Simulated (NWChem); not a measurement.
## Lowest excitation of bromine monochloride (BrCl)

SMILES: ClBr
```xyz
2

Cl     0.0000     0.0000     1.4776
Br     0.0000     0.0000    -0.7177
```
Charge 0, spin multiplicity 1.

All runs are NWChem calculations. Structure: optimised with B3LYP/def2-SVP, a minimum by its harmonic frequencies.

Basis set: def2-SVPD. CR-EOMCCSD(T) is the triples correction to the same EOM-CCSD root.

| method | lowest vertical singlet excitation energy (eV) | difference from EOM-CCSD |
|---|---|---|
| TD-B3LYP | 2.73 | -0.41 |
| EOM-CCSD | 3.14 | 0.00 |
| CR-EOMCCSD(T) | 2.99 | -0.15 |
| CIS | 3.42 | +0.28 |
| TD-PBE | 2.63 | -0.51 |
| TDA-CAM-B3LYP | 2.89 | -0.25 |

The values span 0.79 eV, from TD-PBE (lowest) to CIS (highest). 

The Hamiltonian is non-relativistic. The correlated methods keep 14 core orbitals frozen. B3LYP has NWChem's definition, with VWN1-RPA local correlation. No row is a measurement; the coupled-cluster row has its own basis-set and correlation limits.
